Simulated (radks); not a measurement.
Question: Radial electron density D(r) = 4 pi r^2 rho(r) of an atom or ion with 14 electrons. Calculated with a radial shooting solver on a logarithmic mesh with Libxc functionals: Dirac Kohn-Sham, PBE, spin-unpolarised, spherical densities, point nucleus.

r (bohr)  D(r) (e/bohr)
0.005916         0.6786
0.007582          1.061
0.009793          1.659
0.01255           2.516
0.01621           3.779
0.02077           5.449
0.02662           7.582
0.03439           10.17
0.04407           12.75
0.05692           14.91
0.07295           15.85
0.09423           15.11
0.1207            12.98
0.1547            10.64
0.1999            9.700
0.2561            11.02
0.3309            13.43
0.424             14.29
0.5477            12.02
0.7018            7.704
0.8994            3.812
1.162             1.917
1.489             1.732
1.923             1.849
2.464             1.506
3.183            0.8587
4.079            0.3580
5.228            0.1093
6.753           0.02218
8.653          0.002913

What is the nuclear charge?

Answer: Z = 14. The innermost maximum, from 1s, lies near gamma/Z bohr with gamma = sqrt(1 - (Z/c)^2) = 0.995, here 0.0711 bohr (found: 0.0747), and its height grows with Z. The density is that of neutral silicon in [Ne] 3s2 3p2; the configuration itself is not fixed sharply by these data, and Z only to about a unit. D(r) has 3 maxima, at r = 0.0747, 0.404, 1.85 bohr, and minima at 0.195, 1.36 bohr, inside which lie 2.20, 10.36 electrons.
